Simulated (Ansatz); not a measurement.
Species: ZrF$_{2}$ (charge 0, triplet). The spin state was set by rule; other spins were not relaxed. SMILES: [F][Zr][F]
Structure (B3LYP-D3(BJ)/def2-TZVP (Ansatz, a quantum-chemistry and plane-wave program) minimum search):
```
Zr
F 1 1.9247
F 1 1.9247 2 136.89
```
Charge 0, spin multiplicity 3.

Wanted: atomisation energy (electronic, to ground-state atoms), in kcal/mol. Cores are frozen in the correlated levels unless marked. Open shells are spin-unrestricted. Spin-orbit coupling is left out. Frozen are the shells of the preceding noble gas and the d and f shells that filled before the atom's block. In def2 rows, elements after Kr have scalar-relativistic effective core potentials. The coupled-cluster limit lacks core correlation, which all-electron functionals hold. CBS(X,Y): correlation extrapolated as X^-3; Hartree-Fock from the larger set. [CCSD(T)-MP2]/basis is that difference in the basis named.

```json
[
 {"level": "SVWN5/def2-TZVPD", "program": "Ansatz", "atomisation energy (kcal/mol)": "355.2", "minus last row": "51.1"},
 {"level": "PBE/def2-TZVPD", "program": "Ansatz", "atomisation energy (kcal/mol)": "317.6", "minus last row": "13.5"},
 {"level": "BLYP/def2-TZVPD", "program": "Ansatz", "atomisation energy (kcal/mol)": "309.1", "minus last row": "5.0"},
 {"level": "revPBE-D3(BJ)/def2-TZVPD", "program": "Ansatz + dftd3", "atomisation energy (kcal/mol)": "306.8", "minus last row": "2.7"},
 {"level": "r2SCAN/def2-TZVPD", "program": "Ansatz", "atomisation energy (kcal/mol)": "310.3", "minus last row": "6.2"},
 {"level": "B3LYP/def2-TZVPD", "program": "Ansatz", "atomisation energy (kcal/mol)": "300.5", "minus last row": "-3.6"},
 {"level": "PBE0-D4/def2-TZVP", "program": "Ansatz + dftd4", "atomisation energy (kcal/mol)": "302.3", "minus last row": "-1.8"},
 {"level": "BHLYP-D3(BJ)/def2-TZVPD", "program": "Ansatz + dftd3", "atomisation energy (kcal/mol)": "282.1", "minus last row": "-22.0"},
 {"level": "BHLYP/def2-TZVPD", "program": "Ansatz", "atomisation energy (kcal/mol)": "280.9", "minus last row": "-23.2"},
 {"level": "r2SCAN0/def2-TZVPD", "program": "Ansatz", "atomisation energy (kcal/mol)": "296.0", "minus last row": "-8.1"},
 {"level": "HSE06-D4/def2-TZVPD", "program": "Ansatz + dftd4", "atomisation energy (kcal/mol)": "302.6", "minus last row": "-1.5"},
 {"level": "CAM-B3LYP/def2-TZVPD", "program": "Ansatz", "atomisation energy (kcal/mol)": "305.6", "minus last row": "1.5"},
 {"level": "B2GP-PLYP-D4/def2-TZVPD", "program": "Ansatz + dftd4", "atomisation energy (kcal/mol)": "301.5", "minus last row": "-2.6"},
 {"level": "B2PLYP-D3(BJ)/def2-TZVPD", "program": "Ansatz + dftd3", "atomisation energy (kcal/mol)": "302.9", "minus last row": "-1.2"},
 {"level": "MP2/def2-SVPD", "program": "Ansatz", "atomisation energy (kcal/mol)": "313.3", "minus last row": "9.2"},
 {"level": "RI-MP2/def2-TZVPP", "program": "Ansatz", "atomisation energy (kcal/mol)": "314.8", "minus last row": "10.7"},
 {"level": "SCS-MP2/def2-TZVPPD", "program": "Ansatz", "atomisation energy (kcal/mol)": "304.0", "minus last row": "-0.1"},
 {"level": "CCSD/def2-SVP", "program": "Ansatz", "atomisation energy (kcal/mol)": "285.7", "minus last row": "-18.4"},
 {"level": "CCSD/def2-SVPD", "program": "Ansatz", "atomisation energy (kcal/mol)": "289.9", "minus last row": "-14.2"},
 {"level": "CCSD/def2-TZVPPD", "program": "Ansatz", "atomisation energy (kcal/mol)": "290.4", "minus last row": "-13.7"},
 {"level": "RI-MP2/CBS(def2-TZVPPD,def2-QZVPPD)+[CCSD(T)-MP2]/def2-TZVPPD", "program": "Ansatz", "atomisation energy (kcal/mol)": "304.1", "minus last row": "0.0"}
]
```
